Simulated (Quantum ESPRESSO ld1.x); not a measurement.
Problem. The mean radii <r> (bohr) of the occupied orbitals of an atom or ion are listed with their occupations. All-electron calculation, non-relativistic Kohn-Sham, LDA (Slater exchange, Perdew-Zunger correlation), spin-polarised, spherical densities, point nucleus. Program: ld1.x of Quantum ESPRESSO 7.5.

orbital  occ.     <r>
1s up       1  0.2289
1s down     1  0.2288
3s up       1   2.452

Name the element and its charge. Open shells, if any, are filled with parallel spins first.

Solution. Z = 7, nitrogen, charge +4: N4+ in [He] 3s1. The 1s radius gives Z: for a bare nucleus <r> = 1.5/Z, 0.2143 bohr for Z = 7, and screening makes it slightly larger (0.2289 here). The occupations add up to 3, and the charge is Z minus that.
